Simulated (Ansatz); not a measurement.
`O[Si](O)(O)CCC(F)(F)C(F)(F)C(F)(F)C(F)(F)C(F)(F)C(F)(F)F` was relaxed with PBE-D4 (def2-SVP) in Ansatz in these states: charge +1 doublet, charge -1 doublet, neutral singlet. The geometries follow in no particular order.

A:

Cartesian coordinates in Å:
```
O 0.954 1.546 2.444
Si 0.321 0.517 3.565
O 1.122 0.564 4.999
O -1.321 0.569 3.726
C 0.665 -1.347 2.890
C -0.270 -1.880 1.846
C -0.566 -1.053 0.570
F -1.538 -1.690 -0.116
F -1.039 0.184 0.925
C 0.674 -0.885 -0.367
F 1.010 -2.110 -0.814
F 1.705 -0.398 0.376
C 0.546 0.118 -1.592
F 0.383 1.356 -1.081
F 1.726 0.043 -2.237
C -0.621 -0.178 -2.597
F -1.780 0.209 -2.025
F -0.655 -1.507 -2.836
C -0.504 0.521 -4.017
F 0.560 0.005 -4.658
F -1.633 0.188 -4.672
C -0.385 2.085 -4.019
F -0.522 2.522 -5.270
F 0.820 2.449 -3.550
F -1.342 2.620 -3.247
H 1.771 2.035 2.663
H 0.641 0.613 5.846
H -1.862 0.993 3.031
H 0.518 -1.841 3.874
H 1.735 -1.306 2.610
H 0.152 -2.839 1.455
H -1.266 -2.103 2.277
```

B:

Cartesian coordinates in Å:
```
O 2.9759 -1.2308 -0.3218
Si 3.1111 -0.4711 -1.7700
O 4.7429 -0.3103 -2.2036
O 2.4277 -1.3450 -3.0532
C 2.3742 1.2736 -1.7191
C 0.8990 1.3982 -2.1179
C -0.1074 0.6115 -1.2855
F -1.3765 0.8569 -1.8752
F 0.0684 -0.7568 -1.4529
C -0.1406 0.9272 0.1657
F -0.0546 2.2470 0.4422
F 1.8095 0.4157 1.0444
C -0.8641 0.1376 1.2025
F -0.5251 -1.1860 1.1617
F -0.5891 0.6438 2.4442
C -2.4317 0.1641 1.0855
F -2.8156 -0.6004 0.0309
F -2.8319 1.4493 0.8625
C -3.2655 -0.3122 2.3202
F -3.1352 0.5742 3.3369
F -4.5786 -0.3218 1.9361
C -2.9688 -1.7308 2.8912
F -3.9422 -2.0464 3.7780
F -1.7972 -1.7674 3.5359
F -2.9751 -2.6565 1.9198
H 2.4524 -0.5818 0.3477
H 5.2585 -0.8790 -1.6041
H 1.5027 -1.5435 -2.8151
H 2.9806 1.9238 -2.3850
H 2.5040 1.6122 -0.6699
H 0.5554 2.4534 -2.0713
H 0.7369 1.0512 -3.1609
```

C:

```xyz
32

O    -1.653    2.750   -0.469
Si   -2.705    2.355    0.774
O    -3.405    3.699    1.468
O    -3.939    1.429    0.119
C    -1.859    1.501    2.231
C    -1.597   -0.007    2.117
C    -0.783   -0.517    0.936
F    -0.735   -1.882    1.003
F    -1.384   -0.189   -0.258
C     0.691   -0.019    0.864
F     1.342   -0.439    1.971
F     0.692    1.357    0.872
C     1.547   -0.391   -0.403
F     1.023    0.264   -1.469
F     2.791    0.096   -0.158
C     1.669   -1.903   -0.765
F     0.513   -2.307   -1.340
F     1.879   -2.608    0.374
C     2.847   -2.291   -1.731
F     4.023   -2.105   -1.091
F     2.692   -3.614   -1.987
C     2.919   -1.560   -3.107
F     3.830   -2.177   -3.875
F     3.291   -0.280   -2.944
F     1.729   -1.598   -3.726
H    -0.716    2.571   -0.281
H    -3.925    4.246    0.855
H    -3.629    0.862   -0.610
H    -2.554    1.658    3.083
H    -0.936    2.053    2.500
H    -1.097   -0.401    3.026
H    -2.559   -0.553    2.022
```

**Question.** Judge from the bond lengths which geometry belongs to which state (an estimate).

**Answer.** A is the charge +1 doublet (C10–F12 1.360 Å, Si2–C5 2.012 Å, C10–C13 1.588 Å); B is the charge -1 doublet (C10–F12 2.199 Å, Si2–C5 1.895 Å, C10–C13 1.491 Å); C is the neutral singlet (C10–F12 1.376 Å, Si2–C5 1.889 Å, C10–C13 1.573 Å).

The charge -1 doublet has come apart into loosely held pieces.
